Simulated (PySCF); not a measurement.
I3Ti, doublet, geometry from GFN2-xTB (such geometries of metal compounds can be far from the true shape) (the multiplicity is a formal guess) (all electrons, no relativity); HF/STO-3G (PySCF).

Here is a job for PySCF.
```python
from pyscf import gto, scf

mol = gto.Mole()
mol.atom = '''
    Ti   -0.26398825    0.29094200    0.54074495
    I    -1.96538900   -1.56820713   -0.23004499
    I     0.02545701    2.17943500   -1.27450510
    I     2.04951202   -0.73199625    1.28008992
'''
mol.basis = 'sto-3g'
mol.spin = 1
mol.verbose = 3
mol.build()

mf = scf.UHF(mol)
mf.kernel()
mf.analyze()
```

It wrote (shortened):

```
converged SCF energy = -21392.0932154122  <S^2> = 0.75736537  2S+1 = 2.0073519
**** MO energy ****
                             alpha | beta                alpha | beta
[...]
To work with the spin densities directly, `use mulliken_meta_spin()` only printing them here.

 ** Mulliken spin pop alpha/beta on meta-lowdin orthogonal AOs **
 ** Mulliken Spin Density (per atom)  **
spin density of  0 Ti =      1.07195
spin density of  1 I =     -0.02398
spin density of  2 I =     -0.02398
spin density of  3 I =     -0.02398
 ** Mulliken pop alpha/beta on meta-lowdin orthogonal AOs **
 ** Mulliken atomic charges   ( Nelec_alpha | Nelec_beta ) **
charge of  0Ti =      1.03066  (    11.02065      9.94869 )
charge of  1I =     -0.34355  (    26.65978     26.68377 )
charge of  2I =     -0.34355  (    26.65978     26.68377 )
charge of  3I =     -0.34355  (    26.65978     26.68377 )
Dipole moment(X, Y, Z, Debye): -0.96778,  1.06659,  1.98237
```
